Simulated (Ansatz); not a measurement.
Born–Oppenheimer molecular dynamics of CH4BClO (8 atoms, charge 0, multiplicity 1). It starts from a relaxed structure.

The calculation used Ansatz, RKS PBE-D4/cc-pVDZ.

| Item | Value |
| --- | --- |
| ensemble | NVT, Nosé–Hoover chain |
| time step | 0.25 fs |
| steps asked | 300 |
| set temperature | 3000 K |
| thermostat | time constant 20 fs, chain length 3 |
| seed | 3041 |

First frame:

```xyz
8
Properties=species:S:1:pos:R:3
B 0.017 -0.072 0.014
O -0.028 0.106 1.364
H -0.942 0.024 1.705
C 1.366 0.007 -0.774
H 1.569 -0.954 -1.293
H 1.310 0.775 -1.573
H 2.223 0.240 -0.113
Cl -1.531 -0.408 -0.857
```

Question: How far do the bonds stretch over the last three quarters of this one trajectory? (Pairs bonded in most of those frames.)

Answer: 
```csv
bond,mean (Å),spread (Å),shortest,longest
B1–O2,1.379,0.085,1.22,1.52
B1–C4,1.578,0.098,1.43,1.73
B1–Cl8,1.912,0.182,1.66,2.21
O2–H3,0.992,0.041,0.91,1.08
C4–H5,1.132,0.056,1.04,1.26
C4–H6,1.136,0.033,1.08,1.22
C4–H7,1.159,0.104,0.98,1.32
```

Mean temperature of the second half: 2922 K. The conserved energy stayed within 0.6 meV per atom of its start (net change 0.32 meV per atom), so the integration is sound. A run of 0.075 ps of so small a system gives no equilibrium averages.

The run took 11 min on 1 thread of Arm Neoverse V1 (shared host), peak memory 0.12 GiB.
